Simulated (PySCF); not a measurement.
Task: What does the PBE0-D3(BJ)/def2-SVP structure of `C(C)(F)(OC(F)(C)C)C` look like in three dimensions?

Result: 
```xyz
21
C6H12F2O angstrom
C     -2.3675    0.6680   -0.5915
C     -1.1648   -0.2104   -0.3281
C     -1.4168   -1.2623    0.7347
F     -0.8813   -0.8805   -1.5131
O     -0.1174    0.6655   -0.0504
C      1.1563    0.2477    0.3307
C      1.9841    1.5098    0.4232
C      1.7745   -0.8067   -0.5669
F      1.0840   -0.2872    1.6117
H     -2.1132    1.3918   -1.3773
H     -3.2161    0.0550   -0.9230
H     -2.6463    1.2153    0.3187
H     -2.2806   -1.8713    0.4347
H     -0.5495   -1.9192    0.8661
H     -1.6287   -0.7812    1.6982
H      2.0727    1.9801   -0.5650
H      2.9857    1.2764    0.8080
H      1.4871    2.2106    1.1073
H      1.8272   -0.4374   -1.5992
H      1.1856   -1.7311   -0.5679
H      2.7886   -1.0317   -0.2092
```

Orientation and origin are arbitrary. Atoms count from 1 in this order. Of the pairs four or more bonds apart, F4···C8 is among the closest relative to their van der Waals radii: 2.82 Å, 89 % of the sum of Bondi's values.

Bonds between heavy atoms (Å): C1–C2 1.512, C2–C3 1.516, C2–F4 1.391, C2–O5 1.393, O5–C6 1.394, C6–C7 1.512, C6–C8 1.516, C6–F9 1.390.

Method used: PySCF 2.14.0, PBE0-D3(BJ)/def2-SVP geometry optimisation, gas phase.

Point group: C2 (every atom within 0.08 Å of its image). PBE0-D3(BJ)/def2-SVP frequencies: not computed here. The numbers are those of one conformer (C1–C2–O5–C6 176°, C2–O5–C6–C7 176°).
